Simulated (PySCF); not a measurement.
# Frontier levels across methods

Species: C2H8N2OSi.
Z-matrix (Å and degrees, PBE0-D3(BJ)/def2-SVP geometry), rows numbered from 1:
```
C 
N   1  1.4480
Si  2  1.7431  1  122.13
C   3  1.9265  2  108.20  1   -74.28
N   4  1.3574  3  114.36  2   -15.19
O   4  1.2170  3  121.50  2   165.92
H   1  1.1019  2  109.73  3    40.76
H   1  1.1071  2  114.17  3   -79.43
H   1  1.1026  2  111.22  3   158.55
H   2  1.0145  1  113.27  3   147.97
H   3  1.4918  2  107.02  1   167.84
H   3  1.4953  2  114.93  1    45.42
H   5  1.0141  4  119.95  3  -177.26
H   5  1.0127  4  119.50  3    -1.79
```

Basis pcSseg-1 throughout (PySCF), one geometry. The structure is a single PBE0-D3(BJ)/def2-SVP conformer in the gas phase; no vibrational or solvent corrections.

Q: How do the orbital energies, the gap and the dipole change with the method?

A: 
```json
{"method": "BLYP", "kind": "GGA", "HOMO (eV)": "-5.01", "LUMO (eV)": "-0.81", "gap (eV)": "4.20", "μ (D)": "4.52", "SCF cycles": "16"}
{"method": "OPBE", "kind": "GGA", "HOMO (eV)": "-5.08", "LUMO (eV)": "-0.84", "gap (eV)": "4.24", "μ (D)": "4.47", "SCF cycles": "16"}
{"method": "PBE", "kind": "GGA", "HOMO (eV)": "-5.12", "LUMO (eV)": "-0.96", "gap (eV)": "4.17", "μ (D)": "4.51", "SCF cycles": "15"}
{"method": "B97-D", "kind": "GGA", "HOMO (eV)": "-5.15", "LUMO (eV)": "-0.86", "gap (eV)": "4.29", "μ (D)": "4.54", "SCF cycles": "15"}
{"method": "BP86", "kind": "GGA", "HOMO (eV)": "-5.25", "LUMO (eV)": "-1.05", "gap (eV)": "4.20", "μ (D)": "4.56", "SCF cycles": "15"}
{"method": "LDA", "kind": "LDA", "HOMO (eV)": "-5.27", "LUMO (eV)": "-1.19", "gap (eV)": "4.09", "μ (D)": "4.63", "SCF cycles": "15"}
{"method": "KT3", "kind": "GGA", "HOMO (eV)": "-5.29", "LUMO (eV)": "-0.94", "gap (eV)": "4.35", "μ (D)": "4.40", "SCF cycles": "16"}
{"method": "KT2", "kind": "GGA", "HOMO (eV)": "-5.31", "LUMO (eV)": "-1.00", "gap (eV)": "4.31", "μ (D)": "4.45", "SCF cycles": "16"}
{"method": "B97-2", "kind": "global hybrid", "HOMO (eV)": "-6.35", "LUMO (eV)": "-0.05", "gap (eV)": "6.30", "μ (D)": "4.66", "SCF cycles": "15"}
{"method": "B3LYP", "kind": "global hybrid", "HOMO (eV)": "-6.36", "LUMO (eV)": "-0.21", "gap (eV)": "6.15", "μ (D)": "4.66", "SCF cycles": "15"}
{"method": "PBE0", "kind": "global hybrid", "HOMO (eV)": "-6.61", "LUMO (eV)": "0.00", "gap (eV)": "6.61", "μ (D)": "4.68", "SCF cycles": "14"}
{"method": "mPW1PW91", "kind": "global hybrid", "HOMO (eV)": "-6.65", "LUMO (eV)": "-0.02", "gap (eV)": "6.64", "μ (D)": "4.69", "SCF cycles": "14"}
{"method": "CAM-B3LYP", "kind": "range-separated hybrid", "HOMO (eV)": "-7.99", "LUMO (eV)": "1.14", "gap (eV)": "9.14", "μ (D)": "4.73", "SCF cycles": "14"}
{"method": "BHandHLYP", "kind": "global hybrid", "HOMO (eV)": "-8.03", "LUMO (eV)": "1.02", "gap (eV)": "9.06", "μ (D)": "4.83", "SCF cycles": "14"}
{"method": "wB97X-D", "kind": "range-separated hybrid", "HOMO (eV)": "-8.51", "LUMO (eV)": "1.81", "gap (eV)": "10.32", "μ (D)": "4.76", "SCF cycles": "15"}
{"method": "LC-wPBE", "kind": "range-separated hybrid", "HOMO (eV)": "-9.30", "LUMO (eV)": "2.33", "gap (eV)": "11.63", "μ (D)": "4.74", "SCF cycles": "15"}
{"method": "HF", "kind": "Hartree–Fock", "HOMO (eV)": "-10.28", "LUMO (eV)": "3.48", "gap (eV)": "13.76", "μ (D)": "5.07", "SCF cycles": "11"}
```

The HOMO spans 5.27 eV, from BLYP down to HF, and the gap runs from 4.09 eV (LDA) to 13.76 eV (HF). Over the methods BLYP (0 %), OPBE (0 %), PBE (0 %), B97-D (0 %), BP86 (0 %), LDA (0 %), KT3 (0 %), KT2 (0 %), B97-2 (21 %), B3LYP (20 %), PBE0 (25 %), mPW1PW91 (25 %), BHandHLYP (50 %), HF (100 %), a straight line through the gap against the share of exact exchange rises by 0.95 eV for each 10 % (correlation coefficient 1.000). The dipole ranges from 4.40 D (KT3) to 5.07 D (HF). This basis has no diffuse functions.
